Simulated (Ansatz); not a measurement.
Ca4O3⁺. The state is a doublet with charge 1. Geometry PBE0-D4/def2-SVP, basis def2-TZVP, Ansatz.

Cartesian coordinates in Å:
```
Ca 2.567 0.929 -0.792
Ca -3.298 -1.171 1.043
Ca -1.100 1.346 -0.674
Ca 0.436 -1.605 0.864
O 0.756 1.815 -1.124
O -1.466 -0.534 0.455
O 2.105 -0.781 0.228
```

```json
{"run": "A", "HOMO (eV)": "-7.26", "LUMO (eV)": "-5.14"}
{"run": "B", "HOMO (eV)": "-6.59", "LUMO (eV)": "-5.86"}
{"run": "C", "HOMO (eV)": "-7.18", "LUMO (eV)": "-5.22"}
{"run": "D", "HOMO (eV)": "-6.68", "LUMO (eV)": "-5.42"}
```

Another isomer (doublet) lies 1.68 eV lower at PBE0-D4/def2-TZVP; other spin states weren't run for this one.

HOMO and LUMO are taken over both spins.

The runs used PBE, PBE0, r2SCAN, r2SCAN0. Estimate which is which.

A r2SCAN0 (25 % exact exchange); B PBE (0 % exact exchange); C PBE0 (25 % exact exchange); D r2SCAN (0 % exact exchange). Exact exchange lowers occupied and raises empty levels; among semilocal functionals meta-GGAs tend to open the gap a little, and such runs are hard to tell apart. The gap grows from 0.73 eV (PBE) to 2.12 eV (r2SCAN0).
